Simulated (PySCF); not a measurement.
# MCa cations for M along group 14

PBE0 with double-zeta basis sets in PySCF, for the lowest determinant that a PBE0 search found; no spin–orbit coupling. De refers to high-spin ground-configuration atoms (the charge goes to the atom of lower measured ionisation energy or higher electron affinity, which is not always the lowest computed limit). A positive dipole points towards Ca; it is taken about the centre of mass and depends on that origin.

```tsv
M	basis	charged atom	state (unpaired electrons)	Re (Å)	ωe (cm⁻¹)	De (eV)	μ (D)
C	def2-SVP	Ca+	quartet (σ ↑, π ↑↑)	2.164	593	2.72	7.07
Si	pcseg-1	Ca+	quartet (σ ↑, π ↑↑)	2.663	324	1.68	7.72
Ge	pcseg-1	Ca+	quartet (σ ↑, π ↑↑)	2.707	251	1.63	10.64
Pb	def2-SVP	Ca+	doublet (π ↑)	3.266	147	n/a	11.01
```

The shortest bond is that of CaC⁺ (2.164 Å), the longest that of CaPb⁺ (3.266 Å).

The rows differ in basis set, which adds steps of its own.

The state changes along the series, so neighbouring rows are not always alike in their bonding.

These are scalar-relativistic numbers at best; spin–orbit coupling would shift them, the dissociation energy most. For an ion De counts to the pair picked by the measured ionisation energies or electron affinities, which need not be the lowest pair at this level. States were picked by a PBE0 search and need not be the measured ground states.
